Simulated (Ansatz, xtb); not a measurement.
Relative energy of two isomers of C3H7PSi

We compare a, `C#C[Si@H](C)P`, a singlet, with b, `C[SiH](C)C#P`, a singlet. Both are isolated molecules in the gas phase, relaxed with B3LYP/def2-SVP; the shapes shown needn't be the lowest conformers.

a (Å):

| atom | x (Å) | y (Å) | z (Å) |
| --- | --- | --- | --- |
| C | -0.1250 | 3.2720 | -0.1169 |
| C | -0.3428 | 2.1113 | 0.1835 |
| C | 0.6847 | -0.2837 | 1.7772 |
| P | -0.7342 | -0.9900 | -1.2447 |
| Si | -0.6533 | 0.3454 | 0.6090 |
| H | 0.0648 | 4.2966 | -0.3812 |
| H | -1.9947 | 0.2557 | 1.2553 |
| H | 1.6796 | -0.2199 | 1.3088 |
| H | 0.4957 | -1.3347 | 2.0483 |
| H | 0.7029 | 0.3159 | 2.7012 |
| H | 0.4445 | -0.4294 | -1.8286 |
| H | -1.6155 | -0.1210 | -1.9592 |

b (Å):

```csv
atom,x (Å),y (Å),z (Å)
C,0.0435,2.1240,1.0424
C,0.2344,-0.1123,-1.1266
C,-0.4570,-0.8018,1.7684
P,-0.2818,-1.8703,2.8839
Si,-0.6470,0.4773,0.4337
H,-0.0838,2.9041,0.2736
H,-0.4757,2.4556,1.9553
H,1.1178,2.0398,1.2723
H,-2.1091,0.6208,0.1573
H,-0.1759,-1.0746,-1.4712
H,1.3124,-0.2472,-0.9427
H,0.1132,0.6225,-1.9398
```

Quicker runs give these differences E(b) − E(a): GFN2-xTB −5.2 kcal/mol; HF/STO-3G −9.8 kcal/mol (at GFN2-xTB geometries); r2SCAN-D4/def2-SVP −20.6 kcal/mol (at GFN2-xTB geometries).

Estimate E(b) − E(a) at the level CCSD(T)/def2-SVP + ΔMP2/def2-TZVPP.

Calculated at CCSD(T)/def2-SVP + ΔMP2/def2-TZVPP: E(b) − E(a) = −20.3 kcal/mol, so structure b lies lower.

How the difference moves with the method:

```json
{"level": "GFN2-xTB", "geometry": "GFN2-xTB", "E(b) − E(a) (kcal/mol)": "−5.2", "departure from the last row (kcal/mol)": "+15.1", "job, with rough time for the two": "optimisation, 0.19 s"}
{"level": "HF/STO-3G", "geometry": "GFN2-xTB", "E(b) − E(a) (kcal/mol)": "−9.8", "departure from the last row (kcal/mol)": "+10.5", "job, with rough time for the two": "single point, 0.42 s"}
{"level": "r2SCAN-D4/def2-SVP", "geometry": "GFN2-xTB", "E(b) − E(a) (kcal/mol)": "−20.6", "departure from the last row (kcal/mol)": "−0.3", "job, with rough time for the two": "single point, 3.2 s"}
{"level": "B3LYP/def2-SVP", "geometry": "B3LYP/def2-SVP", "E(b) − E(a) (kcal/mol)": "−17.9", "departure from the last row (kcal/mol)": "+2.4", "job, with rough time for the two": "optimisation, 31 s"}
{"level": "HF/def2-SVP", "geometry": "B3LYP/def2-SVP", "E(b) − E(a) (kcal/mol)": "−13.6", "departure from the last row (kcal/mol)": "+6.7", "job, with rough time for the two": "part of the CCSD(T) run"}
{"level": "MP2/def2-SVP", "geometry": "B3LYP/def2-SVP", "E(b) − E(a) (kcal/mol)": "−24.6", "departure from the last row (kcal/mol)": "−4.3", "job, with rough time for the two": "part of the CCSD(T) run"}
{"level": "CCSD(T)/def2-SVP", "geometry": "B3LYP/def2-SVP", "E(b) − E(a) (kcal/mol)": "−21.8", "departure from the last row (kcal/mol)": "−1.5", "job, with rough time for the two": "single point"}
{"level": "CCSD(T)/def2-SVP + ΔMP2/def2-TZVPP", "geometry": "B3LYP/def2-SVP", "E(b) − E(a) (kcal/mol)": "−20.3", "departure from the last row (kcal/mol)": "", "job, with rough time for the two": "single point, 38 s"}
```

As drawn, b has 1 C–Si, 1 C≡P, 2 C–H in place of 1 C≡C, 1 P–Si, 2 P–H.

None of the levels shown reverses the order. The largest departure from CCSD(T)/def2-SVP + ΔMP2/def2-TZVPP is that of GFN2-xTB, 15.1 kcal/mol. The last row adds to CCSD(T) the change of the MP2 difference between the two basis sets, here +1.5 kcal/mol.

With thermal terms from frequencies at re-optimised GFN2-xTB minima (ideal gas, soft modes damped towards free rotors, one conformer each, 298.15 K, 1 atm): the zero-point term adds +4.1 kcal/mol; ΔH is −16.6 and ΔG −16.0 kcal/mol.

The correlated steps freeze 13 core orbitals. Mirror images aren't counted in ΔG. Programs: Ansatz 0.2.0, xtb 6.7.1; the last row on 2 threads of Intel(R) Xeon(R) Platinum 8488C (Sapphire Rapids) on a shared host.
